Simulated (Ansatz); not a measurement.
Cost and result up the ladder for (Me2B-mu-NH2)2 (C₄H₁₆B₂N₂) (24 atoms). Total charge 0; singlet. Geometry: r2SCAN-D4/def2-SVP.

```xyz
24

B    -0.468    0.193    1.011
B     0.468   -0.192   -1.011
C    -1.373    1.491    1.286
C    -0.259   -0.819    2.241
C     0.260    0.819   -2.242
C     1.373   -1.491   -1.285
N    -0.946   -0.590   -0.326
N     0.945    0.591    0.325
H    -2.393    1.210    1.603
H    -1.479    2.148    0.403
H    -0.953    2.109    2.100
H     0.217   -0.315    3.100
H     0.372   -1.692    1.989
H    -1.224   -1.214    2.605
H    -1.098   -1.591   -0.205
H    -1.769   -0.197   -0.781
H    -0.371    1.692   -1.991
H     1.225    1.212   -2.606
H    -0.216    0.314   -3.101
H     0.953   -2.109   -2.098
H     2.393   -1.210   -1.602
H     1.478   -2.147   -0.401
H     1.769    0.199    0.781
H     1.097    1.592    0.205
```

Ansatz on 4 threads of Arm Neoverse V2 on a shared host. Times are rough, and most runs start from the orbitals of an earlier one. PBE0-D4/def2-TZVP serves as the yardstick here, not as an exact answer. Differences are given only for rows in sets of like size (and for xTB, whose basis is part of the method), since another set adds its own error. Binding counts from free atoms at the same level (B doublet, C triplet, N quartet, H doublet; other spins of the atoms weren't run), without zero-point energy or a counterpoise term.

Correlated methods freeze 8 core orbitals.

Correlated methods converge slowly with the basis.

```csv
level,functions,wall time,binding energy per atom (eV),difference from PBE0-D4/def2-TZVP (eV)
PBE-D4/def2-SVP,192,2.3 s,4.15,–
PBE0-D4/def2-SVP,192,3.5 s,4.10,–
HF/def2-TZVP,344,4.9 s,3.02,-1.04
PBE-D4/def2-TZVP (with forces),344,5.5 s,4.11,0.05
revPBE-D4/def2-TZVP,344,6 s,4.03,-0.03
PBE0-D4/def2-TZVP,344,9 s,4.06,0.00
r2SCAN-D4/def2-TZVP,344,9 s,4.04,-0.02
MP2/def2-TZVP,344,9 s,3.93,-0.13
```
